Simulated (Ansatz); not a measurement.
Total energies of Li11F11 (started as a model of: (LiF)11 cage of four- and six-membered rings) from Ansatz at PBE0-D4/def2-SVP, gas phase (1 Eh = 27.2114 eV = 2625.5 kJ/mol). The reference geometry is relaxed at r2SCAN-D4/def2-SVP.

```xyz
22

Li   -0.759   -2.831    1.182
F     0.862   -2.130    1.379
Li    0.982   -2.362   -0.421
F    -0.572   -3.228   -0.579
Li   -1.960   -2.120   -0.802
F    -2.218   -1.822    0.983
Li   -2.000   -0.139    1.453
F    -0.462    0.454    2.192
Li    1.063   -0.450    1.934
F     2.370    0.478    1.156
Li    2.497    0.260   -0.644
F     1.401   -0.929   -1.404
Li   -0.028   -0.170   -2.182
F    -1.714   -0.690   -1.791
Li   -1.957    1.023   -1.277
F    -2.243    1.333    0.434
Li   -0.777    1.976    1.273
F    -0.397    1.589   -1.985
Li    2.146    2.194    0.753
F     2.452    2.004   -1.025
Li    0.785    2.629   -1.207
F     0.529    2.931    0.578
```

```
                 state                       geometry  energy (Eh)
      charge 0 singlet                      reference  -1180.45979
      charge 1 doublet                      reference  -1180.05238
      charge 1 doublet  relaxed at r2SCAN-D4/def2-SVP  -1180.06434
     charge -1 doublet                      reference  -1180.44490
     charge -1 doublet  relaxed at r2SCAN-D4/def2-SVP  -1180.44562
free Li atom (doublet)                              –     -7.45943
 free F atom (doublet)                              –    -99.54906
```

(1) Work out the vertical ionisation energy to the doublet.

(2) Work out the vertical electron affinity, to the doublet.

(3) Give the fundamental gap IE − EA, the Mulliken electronegativity (IE + EA)/2 and the hardness (IE − EA)/2.

(4) How much does the charge 1 doublet relax, and what is the adiabatic ionisation energy?

(5) How much does the charge -1 doublet relax, and what is the adiabatic electron affinity?

(6) What is the binding energy per atom against free atoms?

(1) E(charge 1 doublet) − E(charge 0 singlet) = -1180.05238 − (-1180.45979) = 0.40741 Eh = 11.09 eV. For comparison, −ε of the highest occupied level is 9.41 eV at this level, 1.68 eV less.

(2) E(charge 0 singlet) − E(charge -1 doublet) = -1180.45979 − (-1180.44490) = -0.01489 Eh = -0.41 eV; negative, so the extra electron isn't bound. The basis lacks diffuse functions, which makes affinities too small.

(3) From the values in Eh: IE − EA = 0.40741 − (-0.01489) = 0.42230 Eh = 11.49 eV; (IE + EA)/2 = 5.34 eV; (IE − EA)/2 = 5.75 eV. The HOMO–LUMO gap of the same run is 9.19 eV, 2.30 eV smaller than the fundamental gap.

(4) Relaxation: -1180.05238 − (-1180.06434) = 0.01196 Eh = 0.33 eV. Adiabatic ionisation energy: 0.39545 Eh = 10.76 eV, without zero-point energy. 

(5) Relaxation: -1180.44490 − (-1180.44562) = 0.00072 Eh = 0.02 eV. Adiabatic electron affinity: -0.01417 Eh = -0.39 eV, without zero-point energy. 

(6) Atoms: 11 × (-7.45943) + 11 × (-99.54906) = -1177.09339 Eh. Binding: -1177.09339 − (-1180.45979) = 3.36640 Eh = 91.60 eV, or 4.16 eV for each of 22 atoms (no zero-point energy, no counterpoise term).

At PBE0-D4/def2-SVP the highest occupied level of the charge -1 doublet lies above zero (up to 1.13 eV). By energy differences it is unbound by 0.41 eV (vertical, against the charge 0 singlet, at PBE0-D4/def2-SVP) and held by the finite basis. At PBE0-D4/def2-SVP the highest occupied level of the relaxed charge -1 doublet lies above zero (up to 1.09 eV). By energy differences it is unbound by 0.39 eV (each at its own geometry, against the charge 0 singlet, at PBE0-D4/def2-SVP) and held by the finite basis.
